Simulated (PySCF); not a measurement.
Computed IR spectrum (relative IR intensity) of a molecule C₃H₄ClF. The structure is a stationary point at PBE-D3(BJ)/def2-SVP. The values are those of a single conformer. Calculation: PBE-D3(BJ)/def2-SVP run with PySCF. Frequencies are harmonic and unscaled.

Lines under 2 % of the strongest are left out, and lines within 2 cm⁻¹ are merged.

```tsv
ν (cm⁻¹)	relative intensity
235	4.1
413	9.7
461	2.6
747	14
800	15
956	6.3
1083	100
1156	86
1349	8.2
1395	11
1696	15
2972	9.8
3049	4.4
3145	2.9
```

**Question.** Identify the compound among the candidates.
A) C/C(Cl)=C\F
B) F[C@@H]1C[C@H]1Cl
C) C/C(F)=C\Cl
D) C/C=C(\F)Cl

**Answer.** A, C/C(Cl)=C\F
